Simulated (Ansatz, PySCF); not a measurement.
C4H7ClSi, SMILES C=C=C(C)[SiH2]Cl. Atoms are numbered in the order given.

```xyz
13

C      3.1306     0.4852     0.0809
C      1.9486    -0.0773    -0.0148
C      0.7483    -0.6086    -0.1210
C      0.4226    -2.0473     0.2341
Si    -0.5936     0.5349    -0.7451
Cl    -2.1411     0.5824     0.6554
H      3.8332     0.4802    -0.7591
H      3.4527     0.9742     1.0064
H      0.0404    -2.5874    -0.6481
H     -0.3666    -2.0769     1.0026
H      1.3081    -2.5765     0.6132
H     -1.1914     0.0273    -2.0075
H     -0.0633     1.9055    -0.9249
```

Coordinates come from a TPSSh-D3(BJ)/def2-SVP optimisation. The structure was generated by enumeration, and PubChem lists no compound with its InChIKey, so it may never have been made. Other conformers were not sampled.

Two levels are set side by side: PBE-D3(BJ)/def2-SVP (Ansatz, a program for electronic structure) and TPSSh-D3(BJ)/def2-SVP (PySCF). Each level has its own optimised geometry; the coordinates shown are those of the second. Frequencies come from the Hessian of PySCF at each geometry. Differences are taken from unrounded values.

```tsv
quantity	TPSSh-D3(BJ)	PBE-D3(BJ)	PBE-D3(BJ) minus TPSSh-D3(BJ)
mean bond length (Å)	1.380	1.389	0.008
bond C1–C2 (Å)	1.313	1.318	0.005
bond C2–C3 (Å)	1.317	1.322	0.005
bond C3–C4 (Å)	1.517	1.515	-0.002
bond C3–Si5 (Å)	1.870	1.878	0.008
bond Si5–Cl6 (Å)	2.088	2.094	0.007
bond C1–H7 (Å)	1.095	1.103	0.008
bond C1–H8 (Å)	1.095	1.104	0.008
bond C4–H9 (Å)	1.103	1.111	0.008
bond C4–H10 (Å)	1.102	1.110	0.008
bond C4–H11 (Å)	1.099	1.107	0.008
bond Si5–H12 (Å)	1.486	1.504	0.018
bond Si5–H13 (Å)	1.481	1.498	0.017
highest harmonic wavenumber (cm⁻¹)	3215	3143	-71
mean harmonic wavenumber (cm⁻¹)	1243	1204	-39
zero-point energy (kcal/mol)	58.64	56.82	-1.82
```

GGA bonds tend to be longer and softer than those of functionals with exact exchange. Differences between two approximate levels are no errors against the true value.
